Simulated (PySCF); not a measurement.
Isomers of C7H8O3S, from PySCF 2.14.0, PBE0-D3(BJ)/def2-SVP geometry optimisation, gas phase. One conformer each, no zero-point energy, no frequencies.

Problem. Which is lower in electronic energy at this level?
A. `[CH3:1][O:2][S:3](=[O:4])(=[O:5])[c:6]1[cH:7][cH:8][cH:9][cH:10][cH:11]1` with C1–O2–S3–O4 -64°, O2–S3–C6–C7 -92°: A = 2169, B = 650.4, C = 609.8 MHz, dipole 3.48 D
B. `[CH2:1]=[C:2]1[CH:3]=[CH:4][C:5]([S:6](=[O:7])(=[O:8])[OH:9])=[C:10]1[CH3:11]` with C4–C5–S6–O7 -154°, C5–S6–O9–H -96°: A = 1931, B = 728.2, C = 594.6 MHz, dipole 5.15 D

Solution. A. That is `COS(=O)(=O)c1ccccc1`, 23.4 kcal/mol below the other.

```tsv
SMILES	mapped SMILES	E (Eh)	relative (kcal/mol)	relative (kJ/mol)	dipole (D)
COS(=O)(=O)c1ccccc1	[CH3:1][O:2][S:3](=[O:4])(=[O:5])[c:6]1[cH:7][cH:8][cH:9][cH:10][cH:11]1	-894.17970	0.0	0.0	3.48
C=C1C=CC(S(=O)(=O)O)=C1C	[CH2:1]=[C:2]1[CH:3]=[CH:4][C:5]([S:6](=[O:7])(=[O:8])[OH:9])=[C:10]1[CH3:11]	-894.14240	23.4	97.9	5.15
```

As drawn, the lower has an aromatic ring, which the higher lacks; the higher has an O–H bond and a C=C bond outside aromatic rings, which the lower lacks.
